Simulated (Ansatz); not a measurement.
Born–Oppenheimer molecular dynamics of C2H7SSb (11 atoms, charge 0, multiplicity 1). It starts from a relaxed structure.

Method: Ansatz 0.2.0, UKS PBE/def2-SVP.

| Quantity | Value |
| --- | --- |
| ensemble | NVE (velocity Verlet) |
| time step | 1 fs |
| steps asked | 150 |
| starting velocities drawn for | 700 K |
| seed | 672693 |

First frame:

```xyz
11
Properties=species:S:1:pos:R:3
C -1.064 1.281 -0.402
Sb 0.425 -0.202 -1.034
C 1.456 -0.195 0.903
S -1.003 -2.173 -0.525
H -0.570 2.268 -0.305
H -1.502 0.989 0.572
H -1.864 1.343 -1.163
H 0.723 -0.309 1.725
H 2.179 -1.032 0.935
H 1.999 0.764 1.020
H -0.713 -2.790 -1.704
```

Q: How far do the bonds stretch over the last three quarters of this one trajectory? (Pairs bonded in most of those frames.)

A: 
| bond | mean (Å) | spread (Å) | shortest | longest |
| --- | --- | --- | --- | --- |
| C1–Sb2 | 2.208 | 0.035 | 2.15 | 2.27 |
| C1–H5 | 1.113 | 0.011 | 1.09 | 1.14 |
| C1–H6 | 1.115 | 0.028 | 1.07 | 1.17 |
| C1–H7 | 1.112 | 0.015 | 1.08 | 1.14 |
| Sb2–C3 | 2.197 | 0.057 | 2.12 | 2.30 |
| Sb2–S4 | 2.500 | 0.039 | 2.43 | 2.55 |
| C3–H8 | 1.109 | 0.027 | 1.07 | 1.15 |
| C3–H9 | 1.109 | 0.012 | 1.09 | 1.13 |
| C3–H10 | 1.113 | 0.022 | 1.07 | 1.16 |
| S4–H11 | 1.368 | 0.023 | 1.33 | 1.40 |

Mean temperature of the second half: 434 K. The conserved energy stayed within 0.74 meV per atom of its start (net change 0.44 meV per atom), so the integration is sound. A run of 0.15 ps of so small a system gives no equilibrium averages.

Time of the run: 14 min on 2 threads of Arm Neoverse N1, with other jobs on the host, peak memory 0.18 GiB.
